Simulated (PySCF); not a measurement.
Cl2GaHSe. Atoms are numbered in the order given.

```xyz
5

Ga     0.0018     0.4295     0.0000
Cl     1.8132     1.5564     0.0000
Cl    -1.8426     1.5082     0.0000
Se     0.0547    -1.8675     0.0000
H     -1.4166    -1.9192     0.0000
```

Geometry: PBE0-D3(BJ)/def2-SVP. The structure was generated by enumeration; whether it is a known compound was not checked. One conformer was computed; it need not be the lowest.

Level of theory: PySCF 2.14.0 with PBE0-D3(BJ)/def2-SVP.

Frequencies are harmonic and unscaled.

Computed vibrational spectrum:
```json
[
 {"mode": "1", "ν (cm⁻¹)": "88", "IR (km/mol)": "3.3", "Raman (Å⁴/amu)": "1.8", "depolarisation": "0.74", "moving atoms (share of kinetic energy)": "Cl 50 %, Se 25 %, Ga 24 %"},
 {"mode": "2", "ν (cm⁻¹)": "119", "IR (km/mol)": "7.5", "Raman (Å⁴/amu)": "2.7", "depolarisation": "0.73", "moving atoms (share of kinetic energy)": "Cl 78 %, Se 14 %"},
 {"mode": "3", "ν (cm⁻¹)": "125", "IR (km/mol)": "8.3", "Raman (Å⁴/amu)": "0.1", "depolarisation": "0.75", "moving atoms (share of kinetic energy)": "Ga 65 %, Cl 29 %"},
 {"mode": "4", "ν (cm⁻¹)": "251", "IR (km/mol)": "8.0", "Raman (Å⁴/amu)": "2.9", "depolarisation": "0.75", "moving atoms (share of kinetic energy)": "H 98 %"},
 {"mode": "5", "ν (cm⁻¹)": "283", "IR (km/mol)": "5.1", "Raman (Å⁴/amu)": "13.8", "depolarisation": "0.11", "moving atoms (share of kinetic energy)": "Se 46 %, Cl 31 %, Ga 23 %"},
 {"mode": "6", "ν (cm⁻¹)": "427", "IR (km/mol)": "63.5", "Raman (Å⁴/amu)": "4.5", "depolarisation": "0.19", "moving atoms (share of kinetic energy)": "Cl 59 %, Ga 38 %"},
 {"mode": "7", "ν (cm⁻¹)": "458", "IR (km/mol)": "74.7", "Raman (Å⁴/amu)": "4.2", "depolarisation": "0.74", "moving atoms (share of kinetic energy)": "Cl 58 %, Ga 41 %"},
 {"mode": "8", "ν (cm⁻¹)": "641", "IR (km/mol)": "1.0", "Raman (Å⁴/amu)": "6.5", "depolarisation": "0.71", "moving atoms (share of kinetic energy)": "H 96 %"},
 {"mode": "9", "ν (cm⁻¹)": "2456", "IR (km/mol)": "2.4", "Raman (Å⁴/amu)": "131.9", "depolarisation": "0.29", "moving atoms (share of kinetic energy)": "H 99 %"}
]
```
